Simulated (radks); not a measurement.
Values are calculated unless marked as measured or tabulated.
Problem. Ionisation of neutral germanium, [Ar] 3d10 4s2 4p2, to Ge+, [Ar] 3d10 4s2 4p1, under several functionals. Non-relativistic Kohn-Sham, spin-unpolarised, spherical densities, point nucleus; a radial shooting solver on a logarithmic mesh with Libxc functionals. The NIST Atomic Spectra Database gives 7.899 eV (measured). Rank these functionals by the error of their Delta-SCF ionisation energy: exchange-only B88; PW91; XLYP; SOGGA; PBE; revTPSS; B86b exchange with PBE correlation; BP86; Wu-Cohen GGA; AM05; RPBE; LDA (Slater exchange, Perdew-Wang correlation).

Solution. From best to worst: LDA (Slater exchange, Perdew-Wang correlation) 7.659 eV (-0.241); BP86 7.620 eV (-0.279); PW91 7.535 eV (-0.365); B86b exchange with PBE correlation 7.498 eV (-0.401); Wu-Cohen GGA 7.496 eV (-0.403); PBE 7.477 eV (-0.422); revTPSS 7.471 eV (-0.428); AM05 7.441 eV (-0.458); RPBE 7.427 eV (-0.472); XLYP 7.417 eV (-0.483); SOGGA 7.390 eV (-0.509); exchange-only B88 6.737 eV (-1.162). Spin polarisation and multiplet splitting are left out, so open shells lie too high by an amount that depends on their filling.

Beside tabulated values, note that spin-unpolarised runs miss the spin-polarisation part of the exchange energy of open shells.
